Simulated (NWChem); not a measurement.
Species: BiCl$_{3}$; SMILES [Cl][Bi]([Cl])[Cl]

All runs: NWChem. Geometry: optimised at PBE0/def2-SVP. def2 effective core potentials on Bi; no spin-orbit coupling. Level BLYP/def2-SVP: energy and gradient; each run changes one setting, and changes count from the defaults (medium grid, exact Coulomb integrals, symmetry on).

**Question.** Which setting moves the energy most, and by about how much (Coulomb fitting, Weigend set; extra-fine grid; tight SCF thresholds and tolerances; defaults)?

**Answer.** Coulomb fitting, Weigend set, by about 300 μHa.
```json
[
 {"setting": "defaults", "size of the energy change (μHa)": "< 10", "largest change of a gradient component (μHa/bohr)": "< 30", "time, defaults = 1 (rough)": "about 1"},
 {"setting": "tight SCF thresholds and tolerances", "size of the energy change (μHa)": "< 10", "largest change of a gradient component (μHa/bohr)": "< 30", "time, defaults = 1 (rough)": "about 1"},
 {"setting": "Coulomb fitting, Weigend set", "size of the energy change (μHa)": "300", "largest change of a gradient component (μHa/bohr)": "< 30", "time, defaults = 1 (rough)": "0.5"},
 {"setting": "extra-fine grid", "size of the energy change (μHa)": "< 10", "largest change of a gradient component (μHa/bohr)": "< 30", "time, defaults = 1 (rough)": "about 1"}
]
```
